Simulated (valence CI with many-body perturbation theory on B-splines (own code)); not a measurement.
**E1 line list for Sm31+**

Calculated by configuration interaction combined with many-body perturbation theory (CI+MBPT): three valence electrons over a frozen Dirac-Fock core [Ar] 3d10, a basis of 11 s, 11 p, 9 d, 7 f, 5 g, 2 h, 1 i functions for each j, with the one-electron correlation potential Σ1 (screened to all orders), the two-electron term Σ2, the three-electron term Σ3, Breit, model QED; selected single and double excitations, second order for the rest (own B-spline code, finite nucleus).

The last digits are not significant, and no measured levels were compared; by estimate large intervals hold to a few tenths of a per cent, small ones and those within an open d or f shell to about a per cent.

Lines 1 to 50 of 248 in falling wavelength, among levels below 2930900 cm⁻¹, chosen from the strongest by gf and those to the six lowest levels. Wavelengths and rates use the calculated energies. Electric multipoles are in the length gauge, E1 and E2 with the static RPA response of the core. Weak lines are less certain than strong ones. Lines between different terms over intervals too small for the method are left out, as are lines whose strength nearly cancels. Where a level lies close to another of its J and parity, the split of strength between their lines is uncertain. The highest levels of a list are the least certain.

Levels are named by their leading jj configuration (3d3/2^4 stands for four electrons in 3d with j = 3/2), which in mixed levels can hold well under half, so a name can repeat and another be missing. Letters in brackets count levels of one name in rising energy.

```
λ vac (nm)                          Upper                       Lower   A (s⁻¹)  S (a.u.)
     41.55             (4s 4p1/2^2) J=1/2          (4s^2 4p3/2) J=3/2  3.30e+07  2.34e-03
     22.05      (4p1/2 4p3/2 4d3/2) J=7/2  (4s 4p3/2 4d3/2) J=5/2 [b]  3.88e+09  1.64e-01
     21.66  (4p1/2 4p3/2 4d5/2) J=7/2 [b]  (4s 4p3/2 4d5/2) J=5/2 [b]  4.19e+09  1.68e-01
     21.35         (4s 4p1/2 4f7/2) J=9/2          (4s^2 4f7/2) J=7/2  3.84e+09  1.84e-01
     21.10     (4s 4p1/2 4p3/2) J=3/2 [a]          (4s^2 4p3/2) J=3/2  9.42e+08  1.75e-02
     20.80         (4s 4p1/2 4d3/2) J=5/2          (4s 4p3/2^2) J=3/2  6.18e+09  1.65e-01
     20.72         (4s 4p1/2 4d5/2) J=7/2          (4s^2 4d5/2) J=5/2  4.28e+09  1.50e-01
     19.84      (4p1/2 4p3/2 4d5/2) J=9/2  (4s 4p3/2 4d5/2) J=7/2 [b]  3.45e+09  1.33e-01
     19.54      (4p1/2 4p3/2 4d5/2) J=9/2  (4s 4p3/2 4d5/2) J=7/2 [a]  5.39e+09  1.98e-01
     19.15         (4s 4p1/2 4p3/2) J=5/2          (4s^2 4p3/2) J=3/2  6.55e+09  1.36e-01
     18.73  (4p1/2 4p3/2 4d5/2) J=3/2 [b]      (4s 4p3/2 4d5/2) J=3/2  7.77e+09  1.01e-01
     18.46          (4p1/2^2 4d5/2) J=5/2  (4s 4p1/2 4d5/2) J=5/2 [b]  7.97e+09  1.48e-01
     18.46  (4p1/2 4p3/2 4d3/2) J=5/2 [a]  (4s 4p3/2 4d3/2) J=5/2 [a]  7.44e+09  1.39e-01
     18.36             (4s 4p1/2^2) J=1/2          (4s^2 4p1/2) J=1/2  1.14e+10  6.99e-02
     18.16  (4p1/2 4p3/2 4d5/2) J=7/2 [b]  (4s 4p3/2 4d5/2) J=7/2 [b]  5.75e+09  1.36e-01
     18.11      (4p1/2 4p3/2 4d3/2) J=7/2      (4s 4p3/2 4d3/2) J=7/2  6.54e+09  1.53e-01
     17.86          (4p1/2^2 4p3/2) J=3/2  (4s 4p1/2 4p3/2) J=3/2 [b]  8.86e+09  9.97e-02
     17.62  (4p1/2 4p3/2 4d5/2) J=5/2 [b]  (4s 4p3/2 4d5/2) J=7/2 [b]  9.20e+09  1.49e-01
     17.54          (4p1/2 4p3/2^2) J=1/2          (4s 4p3/2^2) J=1/2  1.78e+10  9.47e-02
     17.45  (4p1/2 4p3/2 4d5/2) J=3/2 [a]  (4s 4p3/2 4d5/2) J=5/2 [a]  1.04e+10  1.09e-01
     16.81     (4s 4p1/2 4p3/2) J=3/2 [b]          (4s^2 4p3/2) J=3/2  6.98e+09  6.55e-02
     16.74          (4p1/2^2 4d3/2) J=3/2       (4p1/2 4p3/2^2) J=5/2  1.13e+10  1.04e-01
     16.72  (4p1/2 4p3/2 4d5/2) J=5/2 [a]  (4s 4p3/2 4d5/2) J=5/2 [a]  8.84e+09  1.22e-01
     16.39          (4p1/2 4p3/2^2) J=3/2          (4s 4p3/2^2) J=5/2  1.88e+10  1.63e-01
     16.33  (4p1/2 4p3/2 4d5/2) J=7/2 [a]      (4s 4p3/2 4d5/2) J=9/2  2.39e+10  4.12e-01
     16.20          (4p1/2^2 4d5/2) J=5/2      (4s 4p1/2 4d5/2) J=7/2  3.13e+10  3.94e-01
     16.11         (4s 4p1/2 4p3/2) J=1/2          (4s^2 4p3/2) J=3/2  1.25e+10  5.16e-02
     16.05          (4p1/2^2 4d5/2) J=5/2  (4s 4p1/2 4d5/2) J=5/2 [a]  9.13e+09  1.12e-01
     15.96      (4p1/2 4p3/2 4d5/2) J=9/2      (4s 4p3/2 4d3/2) J=7/2  4.28e+09  8.59e-02
     15.86          (4p1/2^2 4d5/2) J=5/2  (4s 4p1/2 4d3/2) J=3/2 [b]  8.12e+09  9.60e-02
     15.81          (4p1/2^2 4p3/2) J=3/2      (4s 4p1/2 4p3/2) J=5/2  3.90e+10  3.04e-01
     15.76  (4p1/2 4p3/2 4d3/2) J=5/2 [b]      (4s 4p3/2 4d3/2) J=7/2  1.96e+10  2.27e-01
     15.67      (4p1/2 4p3/2 4d5/2) J=9/2      (4s 4p3/2 4d5/2) J=9/2  1.83e+10  3.48e-01
     15.60          (4p1/2 4p3/2^2) J=5/2          (4s 4p3/2^2) J=5/2  8.71e+09  9.79e-02
     15.48          (4p1/2^2 4d3/2) J=3/2      (4s 4p1/2 4d3/2) J=5/2  2.14e+10  1.56e-01
     14.88  (4p1/2 4p3/2 4d3/2) J=3/2 [b]  (4s 4p3/2 4d3/2) J=5/2 [a]  1.43e+10  9.30e-02
     14.69          (4p1/2^2 4p3/2) J=3/2  (4s 4p1/2 4p3/2) J=3/2 [a]  1.12e+10  7.03e-02
     12.86     (4s 4p1/2 4p3/2) J=3/2 [a]          (4s^2 4p1/2) J=1/2  4.49e+08  1.88e-03
     12.75     (4s 4p1/2 4d3/2) J=3/2 [a]  (4s 4p1/2 4p3/2) J=3/2 [b]  2.96e+09  1.21e-02
     12.51         (4s 4p1/2 4d3/2) J=5/2  (4s 4p1/2 4p3/2) J=3/2 [b]  6.11e+09  3.54e-02
     12.47             (4s 4p3/2^2) J=5/2          (4s^2 4p3/2) J=3/2  1.17e+10  6.74e-02
     12.37                (4p3/2^3) J=3/2          (4s 4p3/2^2) J=3/2  2.54e+10  9.47e-02
     12.23          (4p1/2 4p3/2^2) J=3/2  (4s 4p1/2 4p3/2) J=3/2 [b]  1.09e+10  3.93e-02
     12.17  (4p1/2 4p3/2 4d5/2) J=5/2 [b]      (4s 4p1/2 4d5/2) J=3/2  2.69e+10  1.43e-01
     12.13     (4s 4p3/2 4d3/2) J=3/2 [b]          (4s^2 4d3/2) J=3/2  2.47e+10  8.71e-02
     11.99     (4s 4p3/2 4d5/2) J=7/2 [a]          (4s^2 4d5/2) J=5/2  1.28e+10  8.75e-02
     11.99  (4p1/2 4p3/2 4d5/2) J=7/2 [b]  (4s 4p1/2 4d5/2) J=5/2 [b]  2.69e+10  1.83e-01
     11.94  (4p1/2 4p3/2 4d3/2) J=5/2 [a]       (4p1/2 4p3/2^2) J=5/2  2.68e+10  1.35e-01
     11.88     (4s 4p3/2 4d5/2) J=7/2 [b]          (4s^2 4d5/2) J=5/2  6.87e+10  4.55e-01
     11.86  (4p1/2 4p3/2 4d5/2) J=7/2 [a]  (4s 4p1/2 4d5/2) J=5/2 [a]  4.57e+10  3.01e-01
```
